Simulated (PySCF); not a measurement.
C2H10AlN.
Bonds: C1–C2, C2–Al3, Al3–N4. Hydrogens: H5, H6, H7 on C1; H8, H9 on C2; H10, H11 on Al3; H12, H13, H14 on N4.

Computed by this run: PySCF 2.14.0, PBE0-D3(BJ)/def2-SVP geometry optimisation, gas phase; density fitting, grid level 1; the optimiser is geomeTRIC in internal coordinates, started from a GFN2-xTB structure with every atom displaced at random (about 0.01 Å).

Step 4: E = -10312.4929 eV
```
atom  x, y, z in Å  |  force x, y, z in eV/Å
C1      1.9232    0.6230   -0.0103    0.028  -0.007  -0.013
C2      0.9669   -0.4674   -0.4927   -0.045   0.001   0.006
Al3    -0.5887   -0.8391    0.6955    0.026  -0.022  -0.014
N4     -2.0682    0.3354   -0.1734    0.067   0.028  -0.032
H5      1.4187    1.5995    0.0931    0.004   0.008   0.002
H6      2.7836    0.7779   -0.6846   -0.007   0.016  -0.020
H7      2.3372    0.3875    0.9835   -0.010   0.000   0.014
H8      0.5961   -0.2176   -1.5076    0.006  -0.013  -0.006
H9      1.5160   -1.4159   -0.6391    0.032   0.007   0.026
H10    -0.5835   -0.1612    2.1582   -0.001  -0.008   0.002
H11    -1.3079   -2.2732    0.5499   -0.024   0.006  -0.007
H12    -2.9461    0.2470    0.3390   -0.031   0.017  -0.013
H13    -1.8100    1.3237   -0.1770   -0.019  -0.017   0.026
H14    -2.2439    0.0649   -1.1424   -0.025  -0.016   0.029
```

Step 5: E = -10312.4965 eV
```
atom  x, y, z in Å  |  force x, y, z in eV/Å
C1      1.8971    0.6373   -0.0263    0.064  -0.010   0.016
C2      0.9768   -0.4964   -0.4745   -0.118   0.025  -0.021
Al3    -0.5962   -0.8617    0.6946    0.103  -0.055  -0.041
N4     -2.0406    0.3566   -0.1658    0.069   0.011   0.015
H5      1.3616    1.5995    0.0510    0.003   0.018   0.000
H6      2.7534    0.8028   -0.7041   -0.025   0.009  -0.024
H7      2.3199    0.4430    0.9732   -0.021   0.004   0.009
H8      0.5977   -0.2894   -1.4967    0.036  -0.019  -0.008
H9      1.5509   -1.4335   -0.5908    0.035   0.001   0.036
H10    -0.5991   -0.2104    2.1688   -0.010  -0.013   0.010
H11    -1.3271   -2.2845    0.4998   -0.039   0.019   0.011
H12    -2.9193    0.2685    0.3453   -0.044   0.031  -0.031
H13    -1.7643    1.3393   -0.1415   -0.020   0.003   0.022
H14    -2.2173    0.1133   -1.1410   -0.033  -0.023   0.005
```

Step 6: E = -10312.5023 eV
```
atom  x, y, z in Å  |  force x, y, z in eV/Å
C1      1.8377    0.6660   -0.0640    0.085  -0.002   0.060
C2      0.9980   -0.5533   -0.4347   -0.201   0.046  -0.082
Al3    -0.6093   -0.9134    0.6884    0.188  -0.074  -0.058
N4     -1.9787    0.4019   -0.1433    0.035  -0.022   0.086
H5      1.2399    1.5944   -0.0508   -0.001   0.024  -0.006
H6      2.6853    0.8467   -0.7497   -0.040  -0.008  -0.018
H7      2.2671    0.5668    0.9470   -0.026   0.006  -0.002
H8      0.6184   -0.4452   -1.4730    0.079  -0.025  -0.008
H9      1.6278   -1.4597   -0.4761    0.031  -0.005   0.048
H10    -0.6359   -0.3259    2.1885   -0.017  -0.025   0.020
H11    -1.3723   -2.3013    0.3896   -0.050   0.031   0.038
H12    -2.8639    0.3182    0.3577   -0.047   0.046  -0.048
H13    -1.6651    1.3691   -0.0567   -0.008   0.030   0.006
H14    -2.1557    0.2201   -1.1308   -0.029  -0.022  -0.034
```

Q: Estimate the geometry and energy of step 7. (The exact step hangs on the optimiser's Hessian estimate; all steps are aligned on step 6, rigid shifts and turns removed.)

A: E = -10312.5079 eV, largest force 0.253 eV/Å
```
atom  x, y, z in Å  |  force x, y, z in eV/Å
C1      1.7745    0.6904   -0.1045    0.064   0.012   0.086
C2      1.0173   -0.6015   -0.3974   -0.203   0.035  -0.147
Al3    -0.6188   -0.9652    0.6775    0.184  -0.047  -0.042
N4     -1.9161    0.4450   -0.1142   -0.021  -0.047   0.118
H5      1.1219    1.5803   -0.1631   -0.002   0.020  -0.012
H6      2.6175    0.8779   -0.7941   -0.033  -0.020  -0.003
H7      2.1933    0.6886    0.9159   -0.017   0.006  -0.011
H8      0.6606   -0.5955   -1.4497    0.096  -0.020  -0.003
H9      1.7011   -1.4677   -0.3544    0.019  -0.006   0.052
H10    -0.6729   -0.4484    2.2030   -0.014  -0.035   0.021
H11    -1.4174   -2.3082    0.2826   -0.044   0.027   0.051
H12    -2.8120    0.3716    0.3696   -0.030   0.044  -0.046
H13    -1.5669    1.3922    0.0326    0.011   0.042  -0.010
H14    -2.0887    0.3251   -1.1117   -0.008  -0.012  -0.055
```

The energy changes by -0.0055 eV. The first-order estimate −F·Δx gives -0.0080 eV and the mean of the old and new forces, exact on a quadratic surface, -0.0055 eV. The step makes an angle of 87° with the force vector and moves no atom by more than 0.164 Å.

What follows is the cost of the whole optimisation. Hardware: an Arm Neoverse V2 with one thread, shared host with 32 logical CPUs at a one-minute load of 25. Cost: 52 s wall, 0.46 GiB resident at most.
